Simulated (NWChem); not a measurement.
Molecule: isotetrasilane (Si4H10); SMILES [SiH3][SiH]([SiH3])[SiH3]

```xyz
14

Si     2.1856    -0.3601    -0.1565
Si     0.0000     0.0000     0.6358
Si    -1.4046    -1.7128    -0.1565
Si    -0.7810     2.0729    -0.1565
H      2.7152    -1.6874     0.3175
H      2.1664    -0.3592    -1.6621
H      3.1123     0.7295     0.3139
H      0.0000     0.0000     2.1455
H     -0.9244    -3.0600     0.3139
H     -1.3943    -1.6966    -1.6621
H     -2.8189    -1.5078     0.3175
H     -2.1879     2.3306     0.3139
H      0.1037     3.1952     0.3175
H     -0.7722     2.0558    -1.6621
```
Atoms are numbered in this order, from 1.

Program: NWChem. Pople sets run with spherical d functions. Coordinates come from a PBE-D3(BJ)/def2-SVP optimisation. Level: PBE0/6-31G* with SMD (1 M gas to 1 M solution), gas-phase geometry. Reactions with the solvent are ignored.

Problem. Order these by “cavity-dispersion-structure term (kcal/mol)”, lowest first: benzene; dimethyl sulfoxide; water.

Solution. benzene (-0.6), dimethyl sulfoxide (2.0), water (5.5)
